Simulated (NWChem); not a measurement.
The numbers come from NWChem runs, not from measurements. System: bromine monochloride (BrCl), charge 0, spin multiplicity 1, at a geometry optimised with B3LYP/def2-SVP. Level: MP2/def2-TZVP, 14 core orbitals frozen.

NWChem printed:

```
             Northwest Computational Chemistry Package (NWChem) 7.3.0
             --------------------------------------------------------

                                NWChem Input Module
                                -------------------

 Scaling coordinates for geometry "geometry" by  1.889725989
 (inverse scale =  0.529177249)

 Turning off AUTOSYM since
 SYMMETRY directive was detected!

                             Geometry "geometry" -> ""
                             -------------------------

 Output coordinates in angstroms (scale by  1.889725989 to convert to a.u.)

  No.       Tag          Charge          X              Y              Z
 ---- ---------------- ---------- -------------- -------------- --------------
    1 Cl                  17.0000     0.00000000     0.00000000     1.47757800
    2 Br                  35.0000     0.00000000     0.00000000    -0.71768100

 Effective nuclear repulsion energy (a.u.)     143.4274785594

            Nuclear Dipole moment (a.u.)
            ----------------------------
        X                 Y               Z
 ---------------- ---------------- ----------------
     0.0000000000     0.0000000000    -0.0000170075

      Symmetry information
      --------------------

 Group name             C2v
 Group number             16
 Group order               4
 No. of unique centers     2

      Symmetry unique atoms

     1    2


 Summary of "ao basis" -> "" (spherical)
 ------------------------------------------------------------------------------
       Tag                 Description            Shells   Functions and Types
 ---------------- ------------------------------  ------  ---------------------
 *                         def2-tzvp                  on all atoms

 Summary of "ao basis" -> "ao basis" (spherical)
 ------------------------------------------------------------------------------
       Tag                 Description            Shells   Functions and Types
 ---------------- ------------------------------  ------  ---------------------
 Cl                        def2-tzvp                13       37   5s5p2d1f
 Br                        def2-tzvp                16       48   6s5p4d1f

                                 NWChem SCF Module
                                 -----------------

  ao basis        = "ao basis"
  functions       =    85
  atoms           =     2
  closed shells   =    26
  open shells     =     0
  charge          =   0.00
[...]
  --------------------------------------

    Atom       Charge   Shell Charges
 -----------   ------   -------------------------------------------------------
    1 Cl  17    17.09   2.01  0.45  1.52  1.12  0.87  4.18  1.69  1.04  2.79  1.36  0.01  0.05  0.00
    2 Br  35    34.91   2.00  2.00  1.16  0.78  1.03  0.98  6.00  5.94  1.20  2.70  1.03  8.99  1.02  0.00  0.06  0.01

       Multipole analysis of the density wrt the origin
       ------------------------------------------------

     L   x y z        total         open         nuclear
     -   - - -        -----         ----         -------
     0   0 0 0     -0.000000      0.000000     52.000000

     1   1 0 0     -0.000000      0.000000      0.000000
     1   0 1 0      0.000000      0.000000      0.000000
     1   0 0 1     -0.233366      0.000000     -0.000017

     2   2 0 0    -23.410030      0.000000      0.000000
     2   1 1 0      0.000000      0.000000      0.000000
     2   1 0 1      0.000000      0.000000      0.000000
     2   0 2 0    -23.410030      0.000000      0.000000
     2   0 1 1      0.000000      0.000000      0.000000
     2   0 0 2    -20.385375      0.000000    196.916826

                   NWChem MP2 Semi-direct Energy/Gradient Module
                   ---------------------------------------------

  Basis functions       =     85
  Molecular orbitals    =     85
  Frozen core           =     14
  Frozen virtuals       =      0
  Active alpha occupied =     12
  Active beta occupied  =     12
  Active alpha virtual  =     59
  Active beta virtual   =     59
  Use MO symmetry       = T
  Use skeleton AO sym   = T

  AO/Fock/Back tols     =   1.0D-09  1.0D-09  1.0D-09

 GA uses MA = F    GA memory limited = T

 Available:
  local mem=  1.26D+08
 global mem=  1.44D+08
 local disk=  0.00D+00
  mp2_memr nvloc                    59
  nvloc new                    59
   1 passes of  12:        4194304                      50124                   8572437.
   1 passes of  12: M    126144119           G      144164750           F     121949815.

 Semi-direct pass number   1 of   1  for RHF alpha+beta  at        3.3s
  vrange nnbf                  3556
  mp2_eaftype                    32  avail_ma_in_mb                  1099
 EAF : mp2_eaftype filesize          32    4286218.
  mp2_eaf for mointskh                     32
Node 0 wrote     20.1 Mb in      0.0 s     Agg I/O rate:   908.5 Mb/s
 Done moints_semi at       10.1s
  mp2_eaftype                    32  avail_ma_in_mb                  1067
 EAF : mp2_eaftype filesize          32    4286218.
  mp2_eaf for kh                    32
 Done maket at       10.3s
 Done multipass loop at       10.3s

          -------------------------------------------
          SCF energy               -3031.900412626026
          Correlation energy          -0.460555751304
          Singlet pairs               -0.266892452639
          Triplet pairs               -0.193663298665
          Total MP2 energy         -3032.360968377330
          -------------------------------------------

          ---------------------------------------------------
                    Spin Component Scaled (SCS) MP2
          Same spin pairs                     -0.129108865777
          Same spin scaling factor             0.333333333333
          Opposite spin pairs                 -0.331446885528
          Opposite spin scaling fact.          1.200000000000
          SCS-MP2 correlation energy          -0.440772551225
          Total SCS-MP2 energy             -3032.341185177251
          ---------------------------------------------------

 -----------------------
 Performance information
 -----------------------

 Timer overhead =  1.98D-07 seconds/call

               Nr. of calls         CPU time (s)                 Wall time (s)                GFlops
             ---------------    -------------------     ------------------------------   -------------------
Name         Min   Avg   Max    Min     Avg     Max     Min     Avg     Max   Mx/calls   Min     Max     Sum
mp2: moin     1     1     1    6.8     6.8     6.8      6.8     6.8     6.8     6.8      0.0     0.0     0.0
mp2: make     1     1     1   0.15    0.15    0.15     0.15    0.15    0.15    0.15      0.0     0.0     0.0
mp2: tota     1     1     1    7.1     7.1     7.1      7.1     7.1     7.1     7.1      0.0     0.0     0.0

 The average no. of pstat calls per process was 3.00D+00
 with a timing overhead of 5.95D-07s

 Task  times  cpu:       10.2s     wall:       10.2s

 Total times  cpu:       10.3s     wall:       10.3s
```

Problem. Write an NWChem input that would produce this output.

Solution. Several could match; the one computed here: 
```
start mol
memory heap 200 mb stack 900 mb global 1100 mb
geometry units angstroms nocenter noautoz
  Cl     0.000000     0.000000     1.477578
  Br     0.000000     0.000000    -0.717681
  symmetry group C2v
end
basis spherical
  * library def2-tzvp
end
scf
  rhf
  nopen 0
  maxiter 100
  thresh 1e-7
  semidirect memsize 60000000 filesize 0
end
mp2
  freeze core 14
end
task mp2 energy
```
